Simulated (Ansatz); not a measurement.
Ansatz (a program for electronic structure) input:

Ansatz 0.2 input:
```yaml
crystal:
  periodic: [false, false, false]
  atoms:
    - {symbol: B, position_ang: [-0.96835656, 0.06020399, -0.08290159]}
    - {symbol: N, position_ang: [0.62979045, -0.10333295, -0.00929991]}
    - {symbol: H, position_ang: [-1.26015208, 1.19350843, -0.42878227]}
    - {symbol: H, position_ang: [-1.46944059, -0.21032217, 0.99639791]}
    - {symbol: H, position_ang: [0.81895399, -1.07746645, 0.19117144]}
    - {symbol: H, position_ang: [1.35798315, 0.47421006, 0.66652686]}
    - {symbol: H, position_ang: [0.98590517, 0.04238085, -0.94570660]}
basis:
  gaussian:
    orbitals: aug-cc-pVTZ
total_charge: -1
magnetization: {spin_polarized: false}
correlation: {method: ccsd_t, electrons: outside_noble_gas}
```

Question: Which total energy does the run end on?

Answer: -82.38701 Eh (CCSD(T)/aug-cc-pVTZ). The basis has 207 functions. The run takes about 40 core-seconds (a rough figure).

It need not be the lowest isomer of its formula. Whether it binds its extra electron was not tested at this geometry.
